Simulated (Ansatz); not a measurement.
Molecule: C2H6Cl2Si2 (charge 0, singlet). SMILES: C=C([SiH2]Cl)[SiH2]Cl
Coordinates optimised at B3LYP-D3(BJ)/def2-TZVP (Ansatz, an electronic-structure program):
```xyz
12

C      0.2340     1.8596     1.6740
C      0.1093     0.8688     0.7821
Si    -1.5898     0.3973     0.1894
Cl    -1.6110     0.4083    -1.8814
Si     1.6404     0.0055     0.1732
Cl     1.4060    -2.0379     0.4144
H      1.1958     2.1582     2.0835
H     -0.6192     2.4243     2.0416
H     -2.5741     1.3854     0.6777
H     -1.9597    -0.9649     0.6156
H      2.8044     0.4453     0.9703
H      1.8691     0.2450    -1.2636
```
Charge 0, spin multiplicity 1.

Wanted: vertical electron affinity (to the doublet state of charge -1; a negative value means that the extra electron is unbound and the number depends on the basis; each state is the SCF solution reached for its spin), in eV. Valence correlation only, unless marked. Open shells are spin-unrestricted. Spin-orbit coupling is left out. No relativistic terms. Anions need diffuse functions: aug- sets have them; def2-D sets add few. 

```tsv
level	program	vertical electron affinity (eV)
HF/aug-cc-pV(Q+d)Z	Ansatz	-0.51
SVWN5/def2-TZVPD	Ansatz	0.18
B3LYP/def2-TZVPD	Ansatz	-0.09
CAM-B3LYP/def2-TZVPD	Ansatz	-0.17
wB97X/def2-TZVPD	Ansatz	-0.26
CCSD/aug-cc-pV(D+d)Z	Ansatz	-0.43
```
